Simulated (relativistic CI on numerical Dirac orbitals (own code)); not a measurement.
# Electric-dipole lines of W⁵⁶⁺

These numbers are calculated, not measured: Dirac-Coulomb-Breit CI, separate exchange-only KLI orbitals for each configuration, model QED (radiative potential, 1s self-energy scaled to tabulated hydrogen-like ionisation energies), unscaled Slater integrals (own radial code, finite nucleus).

Configurations in the expansion (outside the closed core [Ne]): 3s²3p⁶, 3s²3p⁵3d, 3s3p⁶3d, 3s²3p⁵4s, 3s²3p⁵4p, 3s²3p⁵4d, 3s3p⁶4s, 3p⁶3d4p, 3p⁶3d², 3p⁵3d³, 3p⁵3d²4s, 3p⁵3d²4p, 3p⁵3d²4d, 3p⁶3d4s, 3p⁵3d4s², 3p⁵3d4s4p, 3p⁵3d4s4d. Double excitations out of closed p, d and f shells are left out; levels of such configurations are missing from the list, as are those of other unlisted configurations, and high levels can miss mixing partners.

| λ vac (Å) | Lower | Upper | A (s⁻¹) | gf | Branching (%) |
| --- | --- | --- | --- | --- | --- |
| 3.8541 | 3s3p⁶3d ³D3 [16] | 3p⁶3d4p ³F°4 [188] | 2.82e+13 | 5.65e-01 | n/a |
| 3.8604 | 3s3p⁶3d ³D2 [15] | 3p⁶3d4p ³F°3 [175] | 2.84e+13 | 4.44e-01 | n/a |
| 3.9832 | 3s²3p⁶ ¹S0 [1] | 3s²3p⁵4d ³D°1 [162] | 9.37e+13 | 6.69e-01 | 99.3 |
| 4.4360 | 3s²3p⁶ ¹S0 [1] | 3s²3p⁵4d ¹P°1 [153] | 1.43e+14 | 1.26e+00 | 99.9 |
| 4.4541 | 3s²3p⁶ ¹S0 [1] | 3s²3p⁵4s ³P°1 [149] | 6.57e+13 | 5.87e-01 | 99.8 |
| 5.0858 | 3s²3p⁶ ¹S0 [1] | 3s²3p⁵4s ¹P°1 [131] | 2.70e+13 | 3.15e-01 | 99.8 |
| 5.1381 | 3p⁶3d² ³F2 [18] | 3p⁵3d²4s ³G°3 [184] | 2.71e+13 | 7.52e-01 | n/a |
| 5.1463 | 3p⁶3d² ³F3 [20] | 3p⁵3d²4s ³G°4 [198] | 2.21e+13 | 7.89e-01 | n/a |
| 5.4730 | 3s²3p⁵3d ³F°3 [4] | 3s²3p⁵4p ³D2 [140] | 1.01e+13 | 2.26e-01 | 69.0 |
| 19.228 | 3p⁶3d² ³F2 [18] | 3p⁵3d³ ³D°1 [100] | 5.09e+12 | 8.46e-01 | n/a |
| 19.516 | 3p⁶3d² ³P2 [21] | 3p⁵3d³ ³S°1 [111] | 4.58e+12 | 7.85e-01 | n/a |
| 19.535 | 3p⁶3d² ³F3 [20] | 3p⁵3d³ ³F°3 [108] | 1.97e+12 | 7.89e-01 | n/a |
| 19.542 | 3p⁶3d² ³F4 [24] | 3p⁵3d³ ³D°3 [129] | 1.65e+12 | 6.60e-01 | n/a |
| 19.569 | 3p⁶3d² ¹G4 [22] | 3p⁵3d³ ¹F°3 [112] | 4.08e+12 | 1.64e+00 | n/a |
| 19.610 | 3s²3p⁶ ¹S0 [1] | 3s²3p⁵3d ¹P°1 [11] | 4.20e+12 | 7.26e-01 | 100.0 |
| 19.676 | 3p⁶3d² ³F3 [20] | 3p⁵3d³ ³D°2 [107] | 3.81e+12 | 1.11e+00 | n/a |
| 19.772 | 3p⁶3d² ³P1 [23] | 3p⁵3d³ ³D°2 [110] | 2.67e+12 | 7.83e-01 | n/a |
| 19.772 | 3p⁶3d² ¹G4 [22] | 3p⁵3d³ ¹G°4 [109] | 4.72e+12 | 2.49e+00 | n/a |
| 19.802 | 3p⁶3d² ³P2 [25] | 3p⁵3d³ ³P°2 [130] | 3.03e+12 | 8.91e-01 | n/a |
| 19.805 | 3p⁶3d² ³F4 [24] | 3p⁵3d³ ³D°3 [126] | 2.46e+12 | 1.01e+00 | n/a |
| 19.828 | 3p⁶3d² ³P2 [25] | 3p⁵3d³ ³D°3 [129] | 1.80e+12 | 7.41e-01 | n/a |
| 19.891 | 3p⁶3d² ³P2 [21] | 3p⁵3d³ ³F°3 [108] | 1.96e+12 | 8.15e-01 | n/a |
| 19.944 | 3p⁶3d² ³F4 [24] | 3p⁵3d³ ³F°4 [125] | 3.48e+12 | 1.87e+00 | n/a |
| 19.992 | 3p⁶3d² ³F4 [24] | 3p⁵3d³ ³G°5 [124] | 2.98e+12 | 1.97e+00 | n/a |
| 20.001 | 3p⁶3d² ³P2 [25] | 3p⁵3d³ ³D°1 [127] | 4.14e+12 | 7.45e-01 | n/a |
| 20.402 | 3p⁶3d² ³F2 [18] | 3p⁵3d³ ³F°2 [99] | 2.90e+12 | 9.06e-01 | n/a |
| 21.481 | 3s²3p⁵3d ¹D°2 [7] | 3s3p⁶3d ¹D2 [17] | 1.77e+12 | 6.12e-01 | 39.6 |
| 21.806 | 3s²3p⁵3d ³F°4 [6] | 3s3p⁶3d ³D3 [16] | 2.93e+12 | 1.46e+00 | 63.9 |
| 21.826 | 3s²3p⁵3d ³F°3 [4] | 3s3p⁶3d ³D2 [15] | 3.16e+12 | 1.13e+00 | 68.2 |
| 21.917 | 3s²3p⁵3d ³D°3 [8] | 3s3p⁶3d ¹D2 [17] | 1.40e+12 | 5.04e-01 | 31.3 |
| 21.920 | 3s²3p⁵3d ³P°1 [3] | 3s3p⁶3d ³D1 [14] | 1.78e+12 | 3.85e-01 | 38.9 |
| 21.990 | 3s²3p⁵3d ³D°2 [5] | 3s3p⁶3d ³D2 [15] | 1.07e+12 | 3.89e-01 | 23.2 |
| 22.254 | 3s²3p⁵3d ³D°2 [5] | 3s3p⁶3d ³D1 [14] | 1.83e+12 | 4.08e-01 | 40.0 |
| 22.477 | 3s²3p⁵3d ³D°3 [8] | 3s3p⁶3d ³D3 [16] | 1.15e+12 | 6.08e-01 | 25.0 |
| 23.133 | 3s²3p⁵3d ¹P°1 [9] | 3s3p⁶3d ¹D2 [17] | 1.06e+12 | 4.24e-01 | 23.7 |
| 33.092 | 3p⁶3d² ³F3 [20] | 3p⁵3d³ ³F°3 [81] | 6.41e+11 | 7.37e-01 | n/a |
| 33.397 | 3p⁶3d² ¹G4 [22] | 3p⁵3d³ ¹F°3 [86] | 9.71e+11 | 1.14e+00 | n/a |
| 33.418 | 3p⁶3d² ³F4 [24] | 3p⁵3d³ ³D°3 [96] | 9.94e+11 | 1.16e+00 | n/a |
| 33.473 | 3s²3p⁶ ¹S0 [1] | 3s²3p⁵3d ¹P°1 [9] | 9.76e+11 | 4.92e-01 | 100.0 |
| 33.602 | 3p⁶3d² ³P2 [21] | 3p⁵3d³ ³D°2 [83] | 7.60e+11 | 6.43e-01 | n/a |
| 33.935 | 3p⁶3d² ³F2 [18] | 3p⁵3d³ ³G°3 [51] | 7.69e+11 | 9.30e-01 | n/a |
| 34.086 | 3p⁶3d² ³F2 [18] | 3p⁵3d³ ³F°2 [50] | 8.55e+11 | 7.44e-01 | n/a |
| 34.315 | 3p⁶3d² ¹G4 [22] | 3p⁵3d³ ¹G°4 [82] | 8.91e+11 | 1.42e+00 | n/a |
| 34.632 | 3p⁶3d² ³F4 [24] | 3p⁵3d³ ³F°4 [94] | 8.69e+11 | 1.41e+00 | n/a |
| 35.616 | 3p⁶3d² ¹G4 [22] | 3p⁵3d³ ¹H°5 [75] | 3.80e+11 | 7.95e-01 | n/a |

Terms are leading LS components. Brackets give the number of a level in order of energy, since labels repeat. The list gives strong lines, with weight on those to low levels, without lines whose two gauges differ by over a factor of 2.5, among the lowest 200 of 1246 levels, so that lines to higher ones, which can be the strongest, are missing. Levels whose partners in the same complex of configurations lie outside the list can be far off, and so can their lines. Rates are taken at the computed energies, electric ones in the length gauge.

At this charge energies of transitions that change n are usually good to better than 1 %, and those within a shell (Δn = 0) to a few per cent.

LS names give the leading component of a level, which can be under half, so a name can repeat, a term be missing and a line seem to break the LS rules.
